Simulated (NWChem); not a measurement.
CH3Cd cation; SMILES [CH3][Cd+]

```xyz
5

Cd     0.0000     0.0000    -0.3540
C      0.0000     0.0000     1.7989
H      0.7520     0.7520     2.0668
H      0.2753    -1.0272     2.0668
H     -1.0272     0.2753     2.0668
```
Atoms are numbered in this order, from 1.

Computed with NWChem. Structure relaxed at the PBE0/def2-SVP (def2 core potentials past Kr) level.

Task: What does the run give for Hartree-Fock/3-21G, non-relativistic? Quantities: highest occupied level (eV); orbital gap (eV).

Result: 
```json
{
  "highest occupied level (eV)": "-14.94",
  "orbital gap (eV)": "9.08"
}
```
